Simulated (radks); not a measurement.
Q: Radial electron density D(r) = 4 pi r^2 rho(r) of an atom or ion with 41 electrons. Method: Dirac Kohn-Sham, PBE, spin-unpolarised, spherical densities, point nucleus; computed with a radial shooting solver on a logarithmic mesh with Libxc functionals.

```
   r/bohr * D(r) (the largest magnitude, 61.9, reaches the edge; | marks zero)
 0.002189 |  *
 0.002943 |    *
 0.003925 |      *
 0.005277 |          *
 0.007095 |                *
 0.009463 |                        *
  0.01272 |                                *
  0.01697 |                                        *
  0.02281 |                                             *
  0.03067 |                                            *
  0.04091 |                                        *
    0.055 |                                      *
  0.07336 |                                            *
  0.09863 |                                                      *
   0.1326 |                                                     *
   0.1769 |                                        *
   0.2378 |                                  *
   0.3171 |                                        *
   0.4264 |                                     *
   0.5733 |                    *
   0.7646 |         *
    1.028 |        *
    1.371 |      *
    1.843 |   *
    2.478 | *
    3.306 |*
    4.444 *
    5.928 *
    7.969 *
    10.71 *
```

What is the nuclear charge?

A: Z = 41. The innermost maximum, from 1s, lies near gamma/Z bohr with gamma = sqrt(1 - (Z/c)^2) = 0.954, here 0.0233 bohr (found: 0.0255), and its height grows with Z. The density is that of neutral niobium in [Kr] 4d4 5s1; the configuration itself is not fixed sharply by these data, and Z only to a few units. D(r) has 4 maxima, at r = 0.0255, 0.112, 0.355, 1.02 bohr, and minima at 0.0516, 0.227, 0.904 bohr, inside which lie 2.07, 11.07, 29.42 electrons.
